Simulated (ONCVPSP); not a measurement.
# Reading a pseudo-wave (beryllium)

Columns: radius, all-electron u(r) and pseudo u(r) of the 1s shell (level -106.20 eV) of beryllium in the configuration 1s2 2s1.5 2p0.5; PBEsol, scalar-relativistic, ONCV scheme, ONCVPSP 4.0.1.

```
r (bohr)  all-electron  pseudo
   0.200        1.3349  1.2453
   0.400        1.2701  1.3751
   0.600        0.9337  0.9581
   0.800        0.6228  0.6228
   1.000        0.3955  0.3955
   1.200        0.2447  0.2446
   1.400        0.1491  0.1491
   1.600        0.0899  0.0898
   1.800        0.0537  0.0537
   2.000        0.0318  0.0318
   2.200        0.0188  0.0188
   2.400        0.0110  0.0110
   2.600        0.0065  0.0065
   2.800        0.0038  0.0038
   3.000        0.0022  0.0022
   3.200        0.0013  0.0013
   3.400        0.0007  0.0007
   3.600        0.0004  0.0004
   3.800        0.0002  0.0002
   4.000        0.0001  0.0001
   4.200        0.0001  0.0001
   4.400        0.0000  0.0000
   4.600        0.0000  0.0000
   4.800        0.0000  0.0000
   5.000        0.0000  0.0000
   5.200        0.0000  0.0000
```

Task: How many radial nodes do the two functions have?

Result: The all-electron 1s function has n − l − 1 = 0; the pseudo-wave has 0.

Task: At about which radius was the pseudo-wave matched?

Result: 0.85 bohr, where the columns begin to agree (steps of 0.20 bohr).

Task: Is the pseudo-wave norm-conserving?

Result: Yes: the ONCV scheme keeps the norm inside the radius equal to the all-electron one, which fixes the energy derivative of the logarithmic derivative at the level.
